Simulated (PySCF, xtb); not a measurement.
In(Cl)2(Et) (C2H5Cl2In), SMILES [Cl][In]([CH2]C)[Cl].

GFN2-xTB run with xtb at its own geometry gives an orbital gap of 3.07 eV and a dipole moment of 4.50 D.

The structure is a stationary point at PBE-D3(BJ)/def2-SVP. The structure was generated by enumeration; whether it is a known compound was not checked. The def2 effective core potentials stand for the cores of In; spin–orbit coupling is left out. Other conformers were not sampled.

What does PySCF with PBE/def2-TZVP give? (An estimate is asked for; the answer gives what the named calculation found.)

gap 4.23 eV (levels -6.98 and -2.75 eV), dipole 4.28 D.
